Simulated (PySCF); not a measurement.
## Electron correlation in Zr²⁺ (zirconium, charge +2)

[Kr] 4d1 5p1, one real determinant (an excited configuration). Calculation: PySCF 2.14, in aug-cc-pVTZ-PP with ECP28MDF; a scalar-relativistic core potential. Frozen: 4s2 4p6; 2 electrons correlated.

With two correlated electrons CCSD is exact within the correlated space (frozen core and kept virtual orbitals).

```
level  correlation energy (mhartree)
 CCSD                          -4.61
```

Diagnostics: T1 = 0.0049, D1 = 0.0079, largest double amplitude 0.063.

The real determinant used has ⟨L²⟩ near 8 against 12 for a pure F term, so it mixes terms.

Cost of the coupled-cluster step: about 14 core-seconds, for 2 correlated electrons.

Iterations:

```
CC2 = 0
CCSD nocc = (np.int64(2), np.int64(0)), nmo = (84, 84)
frozen orbitals [[0, 1, 2, 3], [0, 1, 2, 3]]
max_cycle = 100
direct = 0
conv_tol = 1e-08
conv_tol_normt = 1e-06
diis_space = 8
diis_start_cycle = 0
Init t2, MP2 energy = -0.00299101295905483
Init E_corr(UCCSD) = -0.00299101296097101
cycle = 1  E_corr(UCCSD) = -0.00390081004395183  dE = -0.000909797083  norm(t1,t2) = 0.0165679
cycle = 2  E_corr(UCCSD) = -0.0042373457478875  dE = -0.000336535704  norm(t1,t2) = 0.0082491
cycle = 3  E_corr(UCCSD) = -0.00454466538604483  dE = -0.000307319638  norm(t1,t2) = 0.00471989
cycle = 4  E_corr(UCCSD) = -0.00454651200991366  dE = -1.84662387e-06  norm(t1,t2) = 0.00156118
cycle = 5  E_corr(UCCSD) = -0.00455332139415775  dE = -6.80938424e-06  norm(t1,t2) = 0.00111484
cycle = 6  E_corr(UCCSD) = -0.00455567931368344  dE = -2.35791953e-06  norm(t1,t2) = 0.00104889
cycle = 7  E_corr(UCCSD) = -0.00459219431189551  dE = -3.65149982e-05  norm(t1,t2) = 0.000989688
cycle = 8  E_corr(UCCSD) = -0.0046087684428231  dE = -1.65741309e-05  norm(t1,t2) = 0.000490077
cycle = 9  E_corr(UCCSD) = -0.00461555100235606  dE = -6.78255953e-06  norm(t1,t2) = 8.41189e-05
cycle = 10  E_corr(UCCSD) = -0.00461409836522688  dE = 1.45263713e-06  norm(t1,t2) = 3.04477e-05
cycle = 11  E_corr(UCCSD) = -0.00461409362951491  dE = 4.73571196e-09  norm(t1,t2) = 1.1205e-05
cycle = 12  E_corr(UCCSD) = -0.00461415464834164  dE = -6.10188267e-08  norm(t1,t2) = 4.62532e-06
cycle = 13  E_corr(UCCSD) = -0.00461415446229736  dE = 1.86044275e-10  norm(t1,t2) = 9.32109e-07
UCCSD converged
E(UCCSD) = -45.42146464650045  E_corr = -0.004614154462297362
```

The reference is one real determinant that mixes LS terms of this configuration.
